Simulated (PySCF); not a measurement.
```xyz
5
charge 0 multiplicity 2, angstrom
Ta    0.0000    0.0000    0.0000
F     1.4257    0.0000    1.2498
F    -1.4257    0.0000    1.2498
F     0.0000    1.4257   -1.2498
F     0.0000   -1.4257   -1.2498
```

Computed with UB3LYP in PySCF with Ta def2-SVP with ECP60, F def2-SVP; scalar-relativistic core potentials, no spin–orbit coupling; density-fitted integrals.

This geometry of TaF4 is a stationary point at this level.

(1) What is the point group?

(2) Is it a minimum?

(3) List the harmonic modes with their infrared intensities.

(4) What are the dipole moment and the gap between the highest occupied and lowest empty levels of either spin?

Results:

(1) D2d.

(2) No: it has 1 imaginary mode, at 383i cm⁻¹ (b1).

(3) 
| symmetry | ω (cm⁻¹) | IR (km/mol, summed over degenerate members) |
| --- | --- | --- |
| b1 | 383i | – |
| e | 106 | 65.1 |
| b2 | 186 | 13.9 |
| a1 | 192 | 0.0 |
| e | 658 | 240 |
| a1 | 700 | 0.0 |
| b2 | 700 | 158 |

(4) 0.00 D and 2.29 eV.

Only a few start shapes were tried, so a lower isomer may exist. Other spin states or occupations of the open shell can lie lower. At this level a doublet minimum of D2d symmetry lies 58 kJ/mol below this structure. No spin–orbit coupling is included, which matters more the heavier the element.
